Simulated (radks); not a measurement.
Results of a calculation; reference values are marked as such.
All-electron atom: Hf2+ in [Xe] 4f14 5d(up 1, down 1) 6s(up 0, down 0) (spins set by hand, not the high-spin state). Level of theory: scalar-relativistic Kohn-Sham, LDA (Slater exchange, Perdew-Wang correlation), spin-polarised, spherical densities, point nucleus (a radial shooting solver on a logarithmic mesh with Libxc functionals).

Unscreened Slater integrals over Kohn-Sham orbitals (eV). They are taken over the spin-up orbitals. Empty in this configuration: 6s.

integral,value
"F0(5d,5d)",11.706
"F2(5d,5d)",5.9793
"F4(5d,5d)",3.8963
"F0(5d,4f)",15.271
"F2(5d,4f)",3.3479
"F4(5d,4f)",1.5623
"G1(5d,4f)",1.4649
"G3(5d,4f)",1.1835
"G5(5d,4f)",0.89928
"F0(5d,5p)",13.905
"F2(5d,5p)",6.4214
"G1(5d,5p)",7.3881
"G3(5d,5p)",4.5133
"F0(5d,5s)",14.431
"G2(5d,5s)",4.4520
"F0(5d,6s)",9.3300
"G2(5d,6s)",3.0050
"F0(4f,4f)",37.503
"F2(4f,4f)",17.752
"F4(4f,4f)",11.124
"F6(4f,4f)",7.9992
"F0(4f,5p)",22.297
"F2(4f,5p)",7.2532
"G2(4f,5p)",3.5279
"G4(4f,5p)",2.7565
"F0(4f,5s)",25.399
"G3(4f,5s)",4.3553
"F0(4f,6s)",10.769
"G3(4f,6s)",0.38362
"F0(5p,5p)",18.321
"F2(5p,5p)",9.8331
"F0(5p,5s)",19.720
"G1(5p,5s)",13.066
"F0(5p,6s)",10.155
"G1(5p,6s)",0.88615
"F0(5s,5s)",21.587
"F0(5s,6s)",10.345
"G0(5s,6s)",0.47112
"F0(6s,6s)",8.2520

Derived for the open shells (J is the average intra-shell exchange parameter used in DFT+U). 5d: Racah B = F2/49 - 5 F4/441 = 0.07785 eV, C = 35 F4/441 = 0.3092 eV, C/B = 3.97, F4/F2 = 0.652, J = (F2 + F4)/14 = 0.7054 eV.
